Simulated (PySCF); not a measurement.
A GIAO shielding run with PySCF 2.14 (density fitting, non-relativistic, gas phase) on `FC[Si@H]([SiH3])[SiH2]P`, CH$_{10}$FPSi$_{3}$:

```
$ OMP_NUM_THREADS=1 python probes_run.py task.json out

{"job": {"kind": "nmr", "xc": "PBE0", "basis": "pcSseg-1"}, "charge": 0, "multiplicity": 1}
F     -0.556556     1.404880     1.534649
C     -0.961727     1.529013     0.215926
Si    -0.691859    -0.166888    -0.671691
Si    -1.961141    -1.743942     0.478937
Si     1.627866    -0.447737    -0.777840
P      2.654324     1.468530    -0.214838
H     -0.357271     2.333119    -0.213903
H     -2.003001     1.857689     0.245824
H     -1.242306     0.110322    -2.015152
H     -3.398698    -1.456314     0.450298
H     -1.779603    -3.066407    -0.126271
H     -1.580089    -1.855643     1.887543
H      2.075867    -1.561743     0.074197
H      2.133289    -0.757456    -2.121783
H      3.847182     0.879011     0.159486
H      2.186121     1.482511     1.083207
```

Hardware: 1 thread of an Arm Neoverse N1, shared host. The job also computes population analyses, field gradients.

(1) How large is the calculation?

(2) How long does it take, and how much memory does it need?

## Answers

(1) 82 electrons, 180 basis functions and 1032 auxiliary functions.

(2) 48 s of wall time, with 12 SCF cycles and 4 response iterations; peak memory 0.82 GiB. Times on a shared host scatter by some tens of per cent.
